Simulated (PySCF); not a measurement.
# Electron correlation in Ir (iridium, neutral)

[Xe] 4f14 5d7 6s2, high-spin 4F determinant. Calculation: PySCF 2.14, in x2c-SVPall (7s5p6d2f, 66 functions); the spin-free X2C one-electron Hamiltonian (Gaussian nucleus). Frozen: [Xe] 4f14; 9 electrons correlated.

MP2 pair energies summed by pair of shells (mhartree):

| pair | energy | share (%) |
| --- | --- | --- |
| 5d-5d | -86.90 | 64.0 |
| 5d-6s | -35.27 | 26.0 |
| 6s-6s | -13.62 | 10.0 |

Total MP2 correlation energy: -135.79 mhartree.

Same-spin part -51.03 and opposite-spin part -84.76 mhartree; SCS-MP2 scales them by 1/3 and 6/5 to -118.72 mhartree.
